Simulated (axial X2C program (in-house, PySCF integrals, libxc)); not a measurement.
# Bond lengths and stretching modes, held linear, of ClSnCl

Calculated with an axial X2C code built on PySCF integrals: two-component X2C with atomic mean-field Coulomb and Gaunt terms, Gaussian nuclei, basis Cl dyall-av3z, Sn dyall-v3z with contracted cores. Spin-free rows use the one-electron spin-free X2C Hamiltonian.

Masses Cl 34.969, Sn 119.902, Cl 34.969 u. States: 2c Ω = 0 (all partner blocks equally filled); spin-free M_S = 0, Λ = 0 (closed shell).

HF, 2c: energies above the lowest point

```csv
r(Cl–Sn) (Å),r(Sn–Cl) (Å),E (meV)
2.4424,2.4424,88.80
2.4424,2.5050,41.17
2.4424,2.5676,26.56
2.5050,2.4424,41.17
2.5050,2.5050,4.34
2.5050,2.5676,0.00
2.5050,2.6303,21.26
2.5676,2.4424,26.56
2.5676,2.5050,0.00
2.5676,2.5676,5.45
2.6303,2.5050,21.26
2.6303,2.6303,75.44
```

Q: Fit a quadratic surface with cubic terms in each bond: where is the minimum, and what are the two stretching wavenumbers?

A: At HF, 2c: bonds 2.536 and 2.536 Å; harmonic stretches 245.0 and 276.9 cm⁻¹; force constants 1.18, 1.18 and coupling 0.40 mdyn/Å.

The other levels and Hamiltonians give:

| Hamiltonian | level | r(Cl–Sn) (Å) | r(Sn–Cl) (Å) | lower stretch (cm⁻¹) | upper stretch (cm⁻¹) |
| --- | --- | --- | --- | --- | --- |
| 2c | PBE0 | 2.503 | 2.503 | 278.3 | 279.4 |
| 2c | PBE | 2.523 | 2.523 | 270.5 | 272.9 |
| 2c | MP2 | 2.490 | 2.490 | 288.1 | 294.7 |
| spin-free | PBE0 | 2.502 | 2.502 | 278.7 | 279.7 |
| spin-free | HF | 2.535 | 2.535 | 245.6 | 277.0 |
| spin-free | PBE | 2.522 | 2.522 | 270.9 | 273.4 |
| spin-free | MP2 | 2.489 | 2.489 | 288.3 | 294.9 |

Each state is one determinant, the lowest of a limited PBE0 search; the stretches come from a fit to these few points and carry an uncertainty of a few per cent. Other orders of the atoms were not compared. MP2 freezes inner shells (threshold -2 hartree). The molecule was held linear; bending was not examined, so a bent shape may lie lower.
